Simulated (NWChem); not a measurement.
Molecule: YClF2; SMILES [F][Y]([F])[Cl]

```xyz
4

Y      0.3273    -0.1740     0.0000
F      0.5402    -1.1769     1.6966
F      0.5402    -1.1769    -1.6966
Cl    -0.1762     2.2404     0.0000
```
Atoms are numbered in this order, from 1.

Results from NWChem. All runs use the structure optimised with PBE0/def2-SVP. def2 effective core potentials on Y; no spin-orbit coupling. Static field.

Q: Among these, which level gives the lowest value of “anisotropy (bohr³)”?
(A) LDA (Slater exchange, VWN5)/def2-SVPD
(B) PBE/def2-SVPD
(C) B3LYP/def2-SVPD

A: C, B3LYP/def2-SVPD. Values: B3LYP/def2-SVPD 18.4; PBE/def2-SVPD 20.8; LDA (Slater exchange, VWN5)/def2-SVPD 21.1
